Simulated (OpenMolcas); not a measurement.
Computed levels of 3d⁴ in ions with 22 electrons, in cm-1 above ⁵D₀.

- Program: OpenMolcas 26.06
- Method: CASSCF
- Basis: ANO-R2
- Scalar Hamiltonian: X2C, finite nucleus
- Spin-orbit coupling: RASSI with atomic mean-field integrals over the reference wave functions, term energies averaged over their components

Active space for each ion: 4 electrons in 5 orbitals (3d).

```tsv
Level	V+	Cr2+	Mn3+	Fe4+	Ni6+	Cu7+
⁵D₁	38.5	65.4	99.5	144	279	372
⁵D₂	114	194	294	425	812	1076
⁵D₃	226	382	578	830	1563	2054
⁵D₄	372	626	941	1345	2497	3255
³H₄	15739	20003	23839	27233	33978	37154
³H₅	15816	20137	24045	27537	34581	37971
³H₆	15906	20289	24277	27874	35218	38808
³P₀(1)	17124	21687	25710	29152	35739	38678
³P₁(1)	17350	22071	26297	30008	37375	40844
```

Problem. Estimate ⁵D₄, ³H₄, ³H₅ for Co5+ from its neighbours Fe4+ and Ni6+.

Solution. ⁵D₄ is fine structure, which grows about as the fourth power of a screened charge, so the fourth roots are averaged: ((1345^0.25 + 2497^0.25) / 2)^4 = 1855. The calculation gives 1857, so the estimate is off by -0.1 %; the measured value is 1782 (Sugar and Corliss, J. Phys. Chem. Ref. Data 10, 1097 (1981)).
³H₄ is another term, which grows about linearly with the charge: (27233 + 33978) / 2 = 30606. The calculation gives 30633, so the estimate is off by -0.1 %; the measured value is 28377 (Sugar and Corliss, J. Phys. Chem. Ref. Data 10, 1097 (1981)).
³H₅ is another term, which grows about linearly with the charge: (27537 + 34581) / 2 = 31059. The calculation gives 31065, so the estimate is off by 0 %; the measured value is 28806 (Sugar and Corliss, J. Phys. Chem. Ref. Data 10, 1097 (1981)).

Without dynamic correlation excited terms often stand tens of per cent too high (terms of higher spin than the ground term too low), and those without a measured partner can miss by more than the paired ones. Some high roots are left out of the spin-orbit mixing, which shifts the levels that they would mix with (holds for V+). Measured partners are found by configuration, term and J. A level has none where our copy of the source lacks it or the pairing is in doubt (some pairs that miss far off the trend of their configuration count as doubtful), and it then counts in no deviation. Only configurations of the active space appear.

A number in round brackets counts repeated terms of one configuration in the order of the reference energies.
